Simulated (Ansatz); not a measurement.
Species: germanium monotelluride, GeTe, charge 0, multiplicity 1. 
Coordinates optimised at B3LYP-D3(BJ)/def2-TZVP (Ansatz, a first-principles code):
```xyz
2

Ge     0.0000     0.0000    -1.4601
Te     0.0000     0.0000     0.8985
```
Charge 0, spin multiplicity 1.

Computed values are from Ansatz. Correlated levels leave the core frozen unless marked. UHF or UKS for open shells. No spin-orbit coupling. Frozen are the shells of the preceding noble gas and the d and f shells that filled before the atom's block. In def2 rows, elements after Kr have scalar-relativistic effective core potentials. Basis-set limits of correlation are two-point, X^-3; Hartree-Fock from the larger set.

The Hartree-Fock reference is unstable (checked in the largest basis), which strains HF and MP2. The T1 diagnostic of CCSD in the largest basis is 0.030, which is high, so the coupled-cluster rows are less sure than usual.

### Question
What is the dipole moment at CCSD(T)/def2-SVPD?

### Answer
0.86 D.

### Question
What is the total energy at CCSD(T)/CBS(def2-TZVPPD,def2-QZVPPD)?

### Answer
-2342.7276 Eh.

### Question
What is the vertical ionisation energy (to the doublet) at CCSD(T)/CBS(def2-TZVPPD,def2-QZVPPD)?

### Answer
9.26 eV.

### Question
What is the vertical electron affinity (to the doublet; negative means unbound) at CCSD(T)/CBS(def2-TZVPPD,def2-QZVPPD)?

### Answer
0.86 eV.

### Question
What is the atomisation energy De at CCSD(T)/CBS(def2-TZVPPD,def2-QZVPPD)?

### Answer
102.2 kcal/mol.
